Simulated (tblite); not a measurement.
Species: C5H9ClF2O.
Numbering: `[CH3:1][CH2:2][O:3][C@H:4]([CH2:5][Cl:6])[CH:7]([F:8])[F:9]` (hydrogens: H10, H11, H12 on C1; H13, H14 on C2; H15 on C4; H16, H17 on C5; H18 on C7)

The geometry is computed with GFN2-xTB (gas phase).

Question: Give the optimised bond lengths and angles.

Answer: 
```csv
bond,length (Å)
C1–C2,1.519
C2–O3,1.423
O3–C4,1.399
C4–C5,1.535
C5–Cl6,1.779
C4–C7,1.537
C7–F8,1.350
C7–F9,1.353
"C1–H10, C1–H11, C1–H12",1.086
C2–H13,1.097
C2–H14,1.099
C4–H15,1.104
C5–H16,1.090
C5–H17,1.090
C7–H18,1.099
```

Bonds in one row agree within 0.01 Å and their mean is given. A selection of angles:
```csv
angle,degrees
C1–C2–O3,107.7
C2–O3–C4,115.6
O3–C4–C5,114.4
O3–C4–C7,105.6
C5–C4–C7,109.1
C4–C5–Cl6,111.7
C4–C7–F8,111.5
C4–C7–F9,110.3
F8–C7–F9,106.1
```

Dihedral angles: C1–C2–O3–C4 -170° (antiperiplanar); C2–O3–C4–C5 -73° (synclinal); O3–C4–C5–Cl6 88° (synclinal); O3–C4–C7–F8 79° (synclinal).

The C–O distances run from 1.399 Å (O3–C4, drawn single) to 1.423 Å (C2–O3, drawn single), a spread of 0.024 Å. Of the pairs four or more bonds apart, Cl6···H13 is among the closest relative to their van der Waals radii: 2.77 Å, 94 % of the sum of Bondi's values.

Point group: C1 (no symmetry element, even within 0.4 Å). Its GFN2-xTB frequencies are all real (lowest 48 cm⁻¹). The numbers are those of one conformer.
